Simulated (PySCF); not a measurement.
# Ionisation energy of Zr by level of theory

Zr [Kr] 4d2 5s2 (3F) → Zr⁺ [Kr] 4d2 5s1 (4F), as a difference of total energies. Computed with PySCF 2.14 in x2c-SVPall (6s5p5d1f, 53 functions), with scalar relativity by spin-free X2C-1e. Correlated levels: valence: [Kr] frozen. The calculations carry no spin-orbit coupling.

```
           method  ionisation energy (eV)
              UHF                   5.210
             BP86                   6.682
             PBE0                   6.352
    MP2 (valence)                   5.976
SCS-MP2 (valence)                   6.130
```

Errors of the correlated levels include the incompleteness of this basis and the frozen core.

MP2 underrates the near-degeneracy of ns² with np² in the lower species.

**Question.** Which method comes closest to the reference value, and which is furthest?

**Answer.** The reference is 6.639 eV (measured; NIST levels, between the centres of gravity of the two terms). Closest: BP86 (error 0.043 eV); furthest: UHF (error -1.429 eV).
